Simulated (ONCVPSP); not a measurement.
# Reading a pseudo-wave (Ag (Z = 47))

Columns: radius, all-electron u(r) and pseudo u(r) of the 4d shell (level -8.00 eV) of silver in the configuration [Ar] 3d10 4s2 4p6 4d10 5s0.75 5p0.25; PBE, scalar-relativistic, ONCV scheme, ONCVPSP 4.0.1.

```json
{"r (bohr)": "0.085", "all-electron": "-0.1631", "pseudo": "0.0033"}
{"r (bohr)": "0.170", "all-electron": "-0.4069", "pseudo": "0.0250"}
{"r (bohr)": "0.255", "all-electron": "-0.4301", "pseudo": "0.0780"}
{"r (bohr)": "0.340", "all-electron": "-0.2656", "pseudo": "0.1661"}
{"r (bohr)": "0.425", "all-electron": "-0.0178", "pseudo": "0.2845"}
{"r (bohr)": "0.510", "all-electron": "0.2368", "pseudo": "0.4205"}
{"r (bohr)": "0.595", "all-electron": "0.4585", "pseudo": "0.5581"}
{"r (bohr)": "0.680", "all-electron": "0.6325", "pseudo": "0.6811"}
{"r (bohr)": "0.765", "all-electron": "0.7570", "pseudo": "0.7782"}
{"r (bohr)": "0.850", "all-electron": "0.8371", "pseudo": "0.8450"}
{"r (bohr)": "0.935", "all-electron": "0.8807", "pseudo": "0.8827"}
{"r (bohr)": "1.020", "all-electron": "0.8960", "pseudo": "0.8962"}
{"r (bohr)": "1.105", "all-electron": "0.8907", "pseudo": "0.8906"}
{"r (bohr)": "1.190", "all-electron": "0.8709", "pseudo": "0.8708"}
{"r (bohr)": "1.275", "all-electron": "0.8414", "pseudo": "0.8413"}
{"r (bohr)": "1.360", "all-electron": "0.8057", "pseudo": "0.8056"}
{"r (bohr)": "1.445", "all-electron": "0.7666", "pseudo": "0.7665"}
{"r (bohr)": "1.530", "all-electron": "0.7257", "pseudo": "0.7257"}
{"r (bohr)": "1.615", "all-electron": "0.6846", "pseudo": "0.6845"}
{"r (bohr)": "1.700", "all-electron": "0.6439", "pseudo": "0.6439"}
{"r (bohr)": "1.785", "all-electron": "0.6045", "pseudo": "0.6044"}
{"r (bohr)": "1.870", "all-electron": "0.5665", "pseudo": "0.5664"}
{"r (bohr)": "1.955", "all-electron": "0.5303", "pseudo": "0.5302"}
{"r (bohr)": "2.040", "all-electron": "0.4960", "pseudo": "0.4959"}
{"r (bohr)": "2.125", "all-electron": "0.4635", "pseudo": "0.4635"}
{"r (bohr)": "2.210", "all-electron": "0.4330", "pseudo": "0.4330"}
```

Question: How many radial nodes do the two functions have?

Answer: The all-electron 4d function has n − l − 1 = 1; the pseudo-wave has 0, since the states of the same l below it are removed with the core.

Question: At about which radius was the pseudo-wave matched?

Answer: 1.15 bohr. The columns agree to 0.0005 from 1.02 bohr on; several derivatives are matched, so the curves merge somewhat inside the radius.

Question: Where does each function peak?

Answer: Outermost all-electron maximum near 1.02 bohr, pseudo maximum near 1.02 bohr (to the table’s step).

Question: Is the pseudo-wave norm-conserving?

Answer: Yes: the ONCV scheme keeps the norm inside the radius equal to the all-electron one, which fixes the energy derivative of the logarithmic derivative at the level.
